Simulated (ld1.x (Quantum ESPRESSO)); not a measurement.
## La: TM pseudisation with PBE, fully relativistic reference atom.

ld1.x (Quantum ESPRESSO) 7.5 input, shortened:

```
&input
   title='La', zed=57., rel=2, dft='PBE', iswitch=3,
   config='[Xe] 4f0 5d1 6s2 6p0', rel_dist='average'
 /
 &inputp
   pseudotype=2, tm=.true., lloc=0,
   nlcc=.false.
 /
4
5P  2  1   6.00   0.00  1.75  1.75  0.0
5D  3  2   1.00   0.00  3.00  3.00  0.0
4F  4  3   0.00   0.00  1.80  1.80  0.0
6S  1  0   2.00   0.00  2.95  2.95  0.0
 &test
   configts(1)='4f0 5p6 5d1 6s2 6p0'
 /
```

Open shells are filled in proportion to 2j + 1 (rel_dist='average').

All-electron outer shells of the reference configuration (PBE, scalar-relativistic, ld1.x):

```
shell  level (eV)  outermost node (bohr)  outermost maximum (bohr)
   4d     -103.85                   0.32                      0.68
   5s      -38.92                   0.77                      1.41
   5p      -22.40                   0.83                      1.58
   4f       -4.35                      –                      0.75
   6s       -3.68                   1.86                      3.84
   5d       -3.09                   0.95                      2.21
   6p       -1.35                   2.21                      4.93
```

(1) Estimate the cutoffs (Ry, on a coarse ladder) from which the occupation-weighted sum of valence levels, in a spherical-Bessel basis at the reference potential, stays within 10 and 1 mRy of its value at 400 Ry.

(2) What does a ghost test show?

(3) Which valence shell sets the plane-wave cutoff?

(4) Tests: 4f0 5p6 5d1 6s1 6p0; 4f0 5p6 5d1 6s0 6p0; 4f0 5p6 5d0 6s0 6p0; 4f0 5p6 5d1 6s1.5 6p0; 4f0 5p6 5d1 6s0 6p1; 4f0 5p5 5d1 6s2 6p0; 4f0 5p6 5d1 6s1 6p1. Which has the largest error in its energy relative to the reference configuration, and how large is it?

Results:

(1) 45 Ry and 60 Ry. The cutoffs count occupied waves only; the empty 4f level needs 100 Ry at the loose tolerance.

(2) No extra level below or beside the all-electron valence levels (p1/2, p3/2, d3/2, d5/2, f5/2, f7/2, s tested).

(3) 5p: its level needs 50 Ry to come within 1 mRy, against 15 Ry for 6s.

(4) 4f0 5p6 5d1 6s0 6p1, with -501 meV (all-electron minus pseudo) on +8.91 eV.
